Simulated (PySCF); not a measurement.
Estimate the missing entries of this data sheet.

Species: BH2(nPr), C3H9B.
Geometry (PBE0-D3(BJ)/def2-SVP, Å), atoms numbered from 1 in this order:
```
atom  x, y, z in Å
B1     1.0230    1.6715    0.7393
H2     2.2337    1.7171    0.7641
H3     0.4194    2.7081    0.5620
C4     0.2493    0.3184    0.8310
C5    -0.0969   -0.1194   -0.6080
C6    -0.8687   -1.4302   -0.6584
H7    -0.6958    0.4328    1.3902
H8     0.8357   -0.4799    1.3145
H9     0.8288   -0.2217   -1.2012
H10   -0.6852    0.6714   -1.1051
H11   -1.8253   -1.3475   -0.1184
H12   -1.0918   -1.7254   -1.6954
H13   -0.2956   -2.2474   -0.1926
```

```csv
property,level,value
"rotational constants A, B, C",PBE0-D3(BJ)/def2-SVP,"23.006, 3.881, 3.650 GHz"
dipole moment,CAM-B3LYP/def2-SVPD,?
HOMO energy,CAM-B3LYP/def2-SVPD,-10.18 eV
LUMO energy,CAM-B3LYP/def2-SVPD,-0.23 eV
lowest singlet excitation,TDDFT CAM-B3LYP/def2-SVPD,"5.68 eV (218 nm, f = 0.001)"
lowest triplet excitation (Tamm–Dancoff),TDA CAM-B3LYP/def2-SVPD,5.04 eV
static isotropic polarisability,CAM-B3LYP/def2-SVPD,53.8 au
electronic spatial extent ⟨r²⟩ about the centre of nuclear charge,CAM-B3LYP/def2-SVPD,?
13C chemical shifts (computed TMS as zero) by class,GIAO PBE0/pcSseg-1,?
1H chemical shifts (computed TMS as zero) by class,GIAO PBE0/pcSseg-1,"7.73 (H2/H3), 1.70 (H7/H8), 1.19 (H11/H12/H13), 0.94 (H9/H10) ppm"
"isotropic shieldings of nuclei other than C and H, by class",GIAO PBE0/pcSseg-1,11 (B1) ppm
largest of the computed one-bond spin–spin couplings (means over like bonds),"B3LYP/pcJ-1, spin–dipole term left out for some pairs",?
core binding energies,"ΔSCF SCAN, pcX-2 on the ionised atom, pcseg-1 elsewhere, spin-free X2C","B1s 196.1 (B1), C1s 290.1 (C4), C1s 290.6 (C6), C1s 290.8 (C5) eV"
```

Electronic properties: PySCF, gas phase, density fitting. One conformer (not necessarily the lowest) at the PBE0-D3(BJ)/def2-SVP geometry, without solvent or vibrations. NMR classes are plain means over equivalent atoms (diastereotopic ones count apart unless rotation or inversion swaps them), as if these changed places fast; in this geometry the members of some classes differ.

(1) Give the largest of the computed one-bond spin–spin couplings (means over like bonds).

(2) Give the electronic spatial extent ⟨r²⟩ about the centre of nuclear charge.

(3) The dipole moment?

(4) The 13C chemical shifts (computed TMS as zero) by class?

## Answers

(1) 11B–1H +134.0 (B1–H2 and 1 like it), 13C–1H +132.5 (C6–H11 and 2 like it), 13C–1H +131.6 (C5–H9 and 1 like it), 13C–1H +129.0 (C4–H7 and 1 like it), 13C–11B +51.2 (C4–B1), 13C–13C +36.8 (C5–C6), 13C–13C +27.3 (C4–C5) Hz.

(2) 395 bohr².

(3) 0.75 D.

(4) 32.3 (C4), 20.1 (C6), 12.6 (C5) ppm.

No computed singlet falls in the visible range (750 to 380 nm, 1.65 to 3.26 eV); S1 lies 2.42 eV above its blue end. The dipole matches unit charges of opposite sign 0.16 Å apart (1 e·Å = 4.8032 D). In wavenumbers S1 is 45800 cm⁻¹ (1 eV = 8065.54 cm⁻¹). The rotational constants make it an asymmetric top with κ = (2B − A − C)/(A − C) = -0.98, nearer the prolate limit (−1). The vertical singlet–triplet gap S1 − T1 is 0.64 eV (TDDFT singlet less Tamm–Dancoff triplet; S1: HOMO−1→LUMO, weight 0.55, beside HOMO→LUMO, weight 0.34; T1: HOMO−1→LUMO, weight 0.56).

For the NMR shielding job (PBE0/pcSseg-1), the run took 11 s wall (with the writing of density and orbital grids) on an Arm Neoverse V1 with one thread, on a shared host, and the process peaked at 0.54 GiB of memory.
